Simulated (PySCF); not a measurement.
Cl2Pb, charge +1, multiplicity 2. Atoms are numbered in the order given.

```xyz
3

Pb     0.0000     0.0000     0.6375
Cl     0.0000    -1.3613    -1.5375
Cl     0.0000     1.3613    -1.5375
```
Charge +1, spin multiplicity 2.

Geometry: B3LYP-D3(BJ)/def2-TZVP. The spin state was assumed, not searched. The isomer is the one that the SMILES or the coordinates give; other isomers of the formula were not compared. The def2 effective core potentials stand for the cores of Pb; spin–orbit coupling is left out.

All values below come from TDA-M06-2X/def2-SVPD (PySCF).

Vertical excitations. Isolated molecule, no solvent.

```
state    energy (eV)  λ (nm)      f                                                      main pairs
-------  -----------  ------  -----  --------------------------------------------------------------
root 1          1.12    1109  0.000                                                β HOMO→LUMO 99 %
root 2          2.10     591  0.008                          β HOMO−1→LUMO 83 %, β HOMO−3→LUMO 14 %
root 3          2.17     572  0.000                                              β HOMO−4→LUMO 99 %
root 4          2.20     563  0.000                                              β HOMO−2→LUMO 99 %
root 5          3.62     343  0.115                                              β HOMO−3→LUMO 71 %
root 6          4.61     269  0.000  α HOMO−2→LUMO 32 %, β HOMO−1→LUMO+1 47 %, β HOMO−3→LUMO+1 17 %
root 7          4.65     266  0.000                                                α HOMO→LUMO 99 %
root 8          4.75     261  0.005                          α HOMO−1→LUMO 21 %, β HOMO→LUMO+1 75 %
root 9          5.25     236  0.006  α HOMO−2→LUMO 32 %, β HOMO−1→LUMO+1 52 %, β HOMO−3→LUMO+1 15 %
root 10         5.32     233  0.018    α HOMO−1→LUMO 64 %, β HOMO→LUMO+1 15 %, β HOMO−1→LUMO+2 11 %
```
Unrestricted roots are not spin-pure.
